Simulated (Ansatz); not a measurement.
`F[P+](F)(F)[Ag-][Cl]`, one more setting.

```yaml
crystal:
  periodic: [false, false, false]
  atoms:
    - {symbol: F, position_ang: [0.677020, -0.780429, 1.648845]}
    - {symbol: P, position_ang: [0.424943, -0.574243, 0.200898]}
    - {symbol: F, position_ang: [-0.024442, -1.938200, -0.173663]}
    - {symbol: F, position_ang: [1.818767, -0.619530, -0.306853]}
    - {symbol: Ag, position_ang: [-0.825890, 1.115217, -0.390437]}
    - {symbol: Cl, position_ang: [-2.070398, 2.797195, -0.978799]}
basis:
  gaussian: {orbitals: def2-mTZVP, fitting: {mean_field: def2-universal-jkfit}, final_grid: {core_spheres: 8, valence_spheres: 7, degree: 23}}
hamiltonian: {xc: {name: SVWN5}}
```

```sh
$ ansatz run in.yaml --threads 4 --pin off --events-out ev --progress --plain --max-ram 10444MiB
```

It prints (some lines left out):

```
Functional definition: SVWN5
742 factors; integrals over basis functions are off by at most 1.6e0 eV
mean field evaluation 1: about -33833.9831 eV, gradient 5.0e1 eV
mean field evaluation 2: about -33817.5450 eV, gradient 1.1e2 eV
mean field evaluation 4: about -33837.6846 eV, gradient 6.1e0 eV
mean field evaluation 8: about -33837.7534 eV, gradient 1.9e-1 eV
mean field evaluation 16: about -33837.7535 eV, gradient 1.3e-5 eV
mean field -33837.75350728 eV, -1243.5145053393 hartree, gradient 1.3e-5 eV, S^2 0.000000; 0 other end points of the search recorded, 0 dependent functions left out
reference -33837.75355136 eV, -1243.5145069592 hartree; 39, 39 occupied and 95, 95 virtual orbitals, 742 factors
Total energy: -33837.75355136 eV, -1243.5145069592 hartree
```

Run time 1.6 s (4 threads of an AMD EPYC on a shared host); peak host memory 0.15 GiB.
